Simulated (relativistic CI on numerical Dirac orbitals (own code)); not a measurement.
Calculated at this level of theory: Dirac-Coulomb-Breit CI, KLI orbitals optimised for each configuration, a model potential for QED, unscaled Slater integrals (own radial code, finite nucleus).

The strongest absorption lines from the ground level of an ion, among the configurations computed and to levels below about 1450 eV (vacuum wavelength in nm, gf): 1.5512 (0.25), 1.5783 (0.87), 1.5922 (1.3), 1.6101 (1.3), 1.7626 (0.14), 1.8186 (0.35), 3.1228 (0.73), 3.2925 (0.18).

(1) Which ion is it?
A. Au⁶⁵⁺
B. Tm⁵³⁺
C. Ac⁷³⁺
D. Au⁶³⁺

Answers

(1) D. Au⁶³⁺ has 16 electrons and the ground level 3s2 3p4 3P_2; the strongest line goes to 3s2 3p3 3d 3D°_2. The pattern of lines fixes the number of electrons, and along that sequence the line energies rise steadily with the charge (about as its square where n changes within one kind of shell, about linearly where n is kept but much faster in heavy ions where fine structure, which grows about as Z⁴, sets the gap, and irregularly where shells cross), which fixes Z. Configurations outside the model, such as inner-shell arrays, can give stronger lines. At this charge energies of transitions that change n are usually good to better than 1 %, and those within a shell (Δn = 0) to a few per cent.

LS names give the leading component of a level, which can be under half, so a name can repeat, a term be missing and a line seem to break the LS rules.
